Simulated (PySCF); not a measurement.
**How methods differ on the excitation energy of Mg**

Mg [Ne] 3s2 (1S) → Mg [Ne] 3s1 3d1 (3D), as a difference of total energies. All numbers are calculated (PySCF 2.14, scalar relativity by spin-free X2C-1e, in aug-cc-pVTZ-DK). Correlated levels: valence: [Ne] frozen. The calculations carry no spin-orbit coupling.

```
           method  excitation energy (cm⁻¹)
              UHF                     45863
    MP2 (valence)                     50261
SCS-MP2 (valence)                     51841
   CCSD (valence)                     51744
```

Errors of the correlated levels include the incompleteness of this basis and the frozen core.

The promoted electron is Rydberg-like, and one or two diffuse shells describe it only roughly, which tends to raise the upper state.

With two correlated electrons CCSD is exact in that space.

For comparison: 47957 cm⁻¹ (measured; NIST levels, between the centres of gravity of the two terms).
